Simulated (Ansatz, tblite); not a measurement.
Cost and result up the ladder for Ge(CCH)H3 (C₂H₄Ge) (7 atoms). The state is a singlet with charge 0. Geometry: r2SCAN-D4/def2-TZVP.

```xyz
7

Ge   -0.940   -0.413    0.390
C     0.679    0.300   -0.289
C     1.715    0.755   -0.711
H     2.627    1.153   -1.091
H    -0.878   -1.940    0.308
H    -2.103    0.113   -0.453
H    -1.101    0.031    1.845
```

Ansatz on 4 threads of Arm Neoverse V1 on a shared host; xTB runs through tblite on one thread. Times are rough, summed over both states, and most runs start from the orbitals of an earlier one. CCSD(T)/def2-TZVPP serves as the yardstick here, not as an exact answer. The other state is a doublet.

The xTB rows come from tblite. Correlated methods freeze 11 core orbitals; core or outer-core shells of Ge are correlated, in sets that lack core-valence functions.

Raw xTB energies of ions are shifted by several eV.

| level | functions | vertical IE (eV) | difference from CCSD(T)/def2-TZVPP (eV) |
| --- | --- | --- | --- |
| CCSD(T)/def2-TZVPP | 166 | 10.75 | 0.00 |
| r2SCAN-D4/def2-TZVP | 134 | 10.30 | -0.45 |
| GFN1-xTB | 25 | 15.66 | 4.91 |
| PBE-D4/def2-TZVP (with forces) | 134 | 10.28 | -0.47 |
| GFN2-xTB | 21 | 14.64 | 3.90 |

Question: Estimate how long each takes.

Answer: GFN2-xTB 0.005 s; GFN1-xTB 0.007 s; PBE-D4/def2-TZVP (with forces) 4.3 s; r2SCAN-D4/def2-TZVP 11 s; CCSD(T)/def2-TZVPP 1.8 min. On shared hardware such times vary by a factor of up to 3.
